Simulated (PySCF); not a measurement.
C$_{5}$H$_{3}$NS: calculation and literature

Structure with atom numbers: `[N:1]#[C:2][c:3]1[cH:4][cH:5][s:6][cH:7]1`. Each H is labelled by its parent atom.

Published estimates (parent shift plus substituent increments) and measurements: δ 1H H(C7) 7.83; H(C5) 7.35; H(C4) 7.16 ppm (estimated from measurements, as parent shift plus tabulated substituent increment; solution, not stated per compound (mostly CDCl3 or CCl4); Pretsch, Buehlmann, Badertscher, Structure Determination of Organic Compounds, 4th ed. (2009)).

Theory: σ from GIAO-PBE0/pcSseg-1, geometry from PBE0-D3(BJ)/def2-SVP, in PySCF (one conformer, no solvent model, non-relativistic).

**Question.** What does the calculation give, and how does it compare?

**Answer.** 
Reference values: estimated from measurements, as parent shift plus tabulated substituent increment (solution, not stated per compound (mostly CDCl3 or CCl4); Pretsch, Buehlmann, Badertscher, Structure Determination of Organic Compounds, 4th ed. (2009)).
```json
{"atoms": "H(C7)", "quantity": "δ 1H", "reference": "7.83", "computed": "7.68", "computed, scaled": "7.50"}
{"atoms": "H(C5)", "quantity": "δ 1H", "reference": "7.35", "computed": "7.22", "computed, scaled": "7.06"}
{"atoms": "H(C4)", "quantity": "δ 1H", "reference": "7.16", "computed": "7.36", "computed, scaled": "7.20"}
```

Computed shifts are σ(ref) − σ with the named reference compound (TMS for H and C) calculated as an isolated molecule at the same level. The measured values may be among those fitted. Scaled to experiment by linear calibration (H and C: mostly CDCl3 data, vs TMS): 1H (scatter 0.21 ppm rms, 0.22 ppm with the 3 outliers that the fit left out). Occasional misses reach two or three times the rms, and more in compound classes unlike the fitted ones.

**Question.** How far are the unscaled 1H shifts from the references?

**Answer.** Mean signed difference -0.03 ppm, mean absolute 0.16 ppm over 3 comparisons; the largest is +0.20 ppm at H(C4) (hydrogen on an aromatic CH).

3 of the 6 published NMR values on file for this molecule are compared.
